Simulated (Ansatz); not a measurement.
Basis-set series for C2H4GaNO, SMILES `[CH3][GaH][N]=C=O`. The species carries charge 0 and has multiplicity 1. The geometry is a stationary point of PBE0-D4/def2-TZVP. It is one conformer, not always the lowest.

```csv
functional,basis,functions,energy (Eh),HOMO (eV),LUMO (eV)
PBE0-D4,def2-SVP,108,-2132.60091,-7.78,-1.44
PBE0-D4,def2-QZVPP,437,-2133.14119,-7.90,-1.56
ωB97M-V,def2-SVP,108,-2132.90259,-9.95,0.29
ωB97M-V,def2-QZVPP,437,-2133.44817,-10.10,0.02
```

Task: Give the rows for def2-TZVPP. (Best estimate.)

Result: The calculation gave: 
```
functional       basis  functions  energy (Eh)  HOMO (eV)  LUMO (eV)
   PBE0-D4  def2-TZVPP        228  -2133.08641      -7.88      -1.52
   ωB97M-V  def2-TZVPP        228  -2133.39549     -10.07       0.18
```

Positive LUMOs are unbound and depend on the basis. Scalar relativity is left out up to krypton.

Results of the Gaussian-basis code of Ansatz.
